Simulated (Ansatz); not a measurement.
Basis-set extrapolation for `F[SiH](F)C#C[SiH3]` (PBE0-D4/def2-TZVP geometry, frozen core, the Gaussian-basis code of Ansatz). Multiplicity 1, RHF reference.

|  | def2-TZVPP | def2-QZVPP |
| --- | --- | --- |
| HF | -855.059892 | -855.091234 |
| MP2 correlation | -1.028885 | -1.115270 |
| CCSD(T) correlation | -1.101864 | not run |

Energies in hartree. Use E(X) = E(∞) + A·exp(−7.88·√X) for Hartree–Fock and E(X) = E(∞) + B·X^(−2.97) for correlation, with X = 3 and 4, and add CCSD(T) minus MP2 of the smaller set to the MP2 limit.

Problem. What is the CCSD(T) energy at the basis-set limit?

Solution. HF limit: -855.091234 + (-0.031342) × 0.13774 = -855.09555. MP2 limit: -1.115270 + (-0.086385) × 0.74074 = -1.17926. Higher-order term: -1.101864 − (-1.028885) = -0.07298. Total: -856.34779 hartree, 5.06 eV below CCSD(T)/def2-TZVPP.
